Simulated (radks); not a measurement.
The numbers below are computed, except where a source is named.
O2+, configuration [He] 2s2 2p1 5s1 (not the ground configuration). Level of theory: Dirac Kohn-Sham, LDA (Slater exchange, Perdew-Wang correlation), spin-unpolarised, spherical densities, finite nucleus; open shells fill j = l - 1/2 first; Fermi nuclear charge, rms radius 2.6991 fm (a radial shooting solver on a logarithmic mesh with Libxc functionals).

Normalised radial functions P(r) = r R(r) (large component), r in bohr:

```
   r/bohr * 2p3/2, o 5s1/2 (the largest magnitude, 1.01, reaches the edge; | marks zero, & curves that meet)
  0.01834                             *o
  0.02101                             *o
  0.02388                             *o
  0.02736                             *o
  0.03134                             *o
  0.03562                             |&
  0.04081                             |&
  0.04676                             |*o
  0.05357                             |*o
  0.06089                             | &
  0.06976                             | &
  0.07992                             | o*
  0.09156                             | o*
   0.1041                             | o *
   0.1192                             | o  *
   0.1366                             | o   *
   0.1565                             | o    *
   0.1779                             |o       *
   0.2038                             |o         *
   0.2335                             |o           *
   0.2653                             o              *
    0.304                            o|                *
   0.3483                            o|                  *
    0.399                           o |                    *
   0.4535                          o  |                      *
   0.5196                          o  |                        *
   0.5953                         o   |                         *
    0.682                         o   |                          *
   0.7751                          o  |                          *
   0.8881                           o |                         *
    1.017                            o|                       *
    1.156                             o                    *
    1.325                             | o               *
    1.518                             |   o         *
    1.739                             |    o     *
    1.976                             |    o  *
    2.264                             |    &
    2.594                             |  &
    2.972                             o*
    3.378                          o  |*
     3.87                       o     *
    4.434                      o      *
     5.08                      o      *
    5.773                         o   *
    6.615                             *o
    7.578                             *     o
    8.613                             *         o
    9.868                             *          o
    11.31                             *         o
    12.95                             *      o
    14.72                             *   o
    16.87                             * o
    19.32                             *o
    22.14                             &
    25.16                             &
    28.83                             &
```

2p3/2 (empty): eigenvalue -61.365 eV, 0 radial nodes, <r> = 0.920 bohr, 90 % of the charge inside 1.51 bohr. 5s1/2: eigenvalue -5.680 eV, 4 radial nodes at r = 0.264, 1.13, 3.00, 6.49 bohr, <r> = 9.51 bohr, 90 % of the charge inside 13.1 bohr.
